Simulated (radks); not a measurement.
Results of a calculation; reference values are marked as such.
Valence configurations of La II (all share [Xe]). Level of theory: non-relativistic Kohn-Sham, BLYP, spin-polarised, spherical densities, point nucleus; open shells are filled with parallel spins first (spin-orbit coupling, left out, can overturn this in heavy ions); relativity is left out, which matters for an element this heavy (a radial shooting solver on a logarithmic mesh with Libxc functionals). Energies are relative to 5d2; eigenvalues in eV for spin up.

valence          E (eV)  moment (Bohr magnetons)    e(4f)    e(5d)   e(6p)   e(6s)
4f1 5d1          -1.201                        2   -5.774   -6.447       -       -
5d2               0.000                        2        -   -7.684       -       -
5d1.5 6s0.5       0.296                        2        -   -8.441       -  -7.729
4f1.5 6p0.5       0.397                        2   -5.109        -  -4.951       -
5d1 6s1           0.715                        2        -   -9.199       -  -8.231
4f2               0.811                        2   -2.636        -       -       -
4f0.5 6s1 6p0.5   0.842                        2  -12.073        -  -6.020  -8.687
5d1.5 6p0.5       1.575                        2        -   -8.797  -5.422       -
5d0.5 6s1 6p0.5   2.652                        2        -  -10.291  -6.170  -8.948
5d1 6p1           3.383                        2        -   -9.880  -6.019       -

NIST lists [Xe] 5d2 as the ground configuration; this level of theory puts 4f1 5d1 lower, by 1.201 eV. The energies are those of spherical high-spin densities, not of single terms. Relativity is left out, which favours d and f over s occupation in heavy atoms.
